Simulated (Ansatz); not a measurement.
SnF4. The state is a triplet with charge 0. Geometry r2SCAN-D4/def2-SVP, that of the neutral singlet; atoms count from 1.

Cartesian coordinates in Å:
```
Sn 0.000 0.000 0.000
F -1.102 -0.845 -1.308
F 1.442 0.897 -0.868
F 0.696 -1.316 1.193
F -1.036 1.264 0.983
```

In the def2 sets Sn takes a core potential; there is no spin–orbit coupling. At PBE0-D4/def2-TZVP a singlet of charge 0 lies 6.21 eV below the triplet at the same geometry.

Question: Estimate the Mulliken populations from the PBE0/def2-TZVP orbitals of Ansatz.

Answer: 
| atom | charge (e) | spin (α − β) |
| --- | --- | --- |
| Sn1 | 1.20 | 0.74 |
| F2 | -0.30 | 0.31 |
| F3 | -0.30 | 0.31 |
| F4 | -0.30 | 0.31 |
| F5 | -0.30 | 0.31 |
Mulliken values depend strongly on the basis.

Question: Where does the spin sit?

Answer: Summed by element: Sn 0.74, F 1.26, of 2 unpaired in all. Largest on single atoms: Sn1 0.74, F3 0.31, F5 0.31.

Question: And the Mayer bond orders between heavy atoms (over 0.3)?

Answer: Sn1–F2 0.63 (1.91 Å); Sn1–F3 0.63 (1.91 Å); Sn1–F4 0.63 (1.91 Å); Sn1–F5 0.63 (1.91 Å).
